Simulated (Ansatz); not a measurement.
This geometry of CH8AlNOSi (13 atoms, charge 0, multiplicity 1) is a first-order saddle point.

Theory: RKS r2SCAN/def2-SVP (Ansatz).

```xyz
13
Properties=species:S:1:pos:R:3
C -1.808 0.068 1.007
Si -0.357 0.613 -0.062
O 0.299 2.041 0.517
N 0.803 -0.687 -0.172
Al 1.936 -1.101 -1.500
H -2.748 0.117 0.433
H -1.701 -0.967 1.369
H -1.933 0.728 1.880
H -0.767 0.976 -1.443
H 0.634 2.027 1.421
H 0.850 -1.281 0.657
H 1.899 -0.237 -2.827
H 2.913 -2.331 -1.266
```

Question: Which two structures does it join? (They come from a converged band through this point; their orientation in space is the band's.)

Answer: No bond is made or broken. The dihedral H6–C1–Si2–N4 goes from -61 to 179°. The two ends are copies of one structure, up to a mirror image or an exchange of like atoms.

First end point:

```xyz
13
Properties=species:S:1:pos:R:3
C -1.702 0.204 1.137
Si -0.224 0.677 0.088
O 0.733 1.788 0.897
N 0.632 -0.774 -0.370
Al 1.596 -1.112 -1.845
H -2.397 -0.444 0.579
H -1.395 -0.345 2.044
H -2.258 1.097 1.465
H -0.611 1.397 -1.152
H 1.074 1.521 1.758
H 0.591 -1.521 0.325
H 1.665 0.000 -2.970
H 2.317 -2.524 -1.942
```

Last end point:

```xyz
13
Properties=species:S:1:pos:R:3
C -1.828 0.013 0.953
Si -0.392 0.596 -0.098
O 0.188 2.063 0.460
N 0.823 -0.659 -0.135
Al 2.025 -1.042 -1.410
H -2.608 0.788 1.022
H -2.288 -0.896 0.534
H -1.506 -0.224 1.982
H -0.798 0.900 -1.494
H 0.514 2.082 1.367
H 0.848 -1.238 0.706
H 2.001 -0.190 -2.744
H 3.041 -2.229 -1.128
```

Question: How far does it lie above each of them?

Answer: 0.066 eV above the first and 0.066 eV above the second. This is the barrier of this one path; another mechanism may lie lower.

Run time: 2.7 min on 2 threads of Arm Neoverse V2, on a shared host, peak memory 0.19 GiB.
